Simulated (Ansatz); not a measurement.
Cartesian coordinates in Å:
```
F -0.114 -2.464 0.687
Si 0.033 -0.955 1.176
Cl 1.345 -1.015 2.741
N 0.626 0.082 -0.014
Ge -0.356 1.007 -1.280
H -1.303 -0.527 1.622
H 1.628 0.131 -0.127
H -1.826 0.827 -0.885
H -0.088 0.427 -2.679
H 0.056 2.486 -1.241
```

The species carries charge 0 and has multiplicity 1.

List the PBE0/def2-TZVPP orbital energies in eV (Ansatz 0.2.0). (Estimate.)

Computed: Occupied: -10860.52, -2767.39, -1804.39, -1358.77, -1208.59, -1208.57, -1208.57, -673.78, -391.41, -259.26, -197.53, -197.41, -197.40, -171.52, -146.48, -121.34, -121.30, -121.28, -101.19, -101.15, -101.11, -34.22, -34.15, -34.13, -34.07, -34.07, -33.21, -24.08, -23.06, -16.16, -15.64, -13.71, -12.87, -12.79, -12.05, -10.93, -10.45, -10.34, -10.00, -9.51, -9.31, -8.06. Lowest empty: 0.06, 0.57, 1.21, 1.40, 1.66, 1.69, 1.89, 2.63.
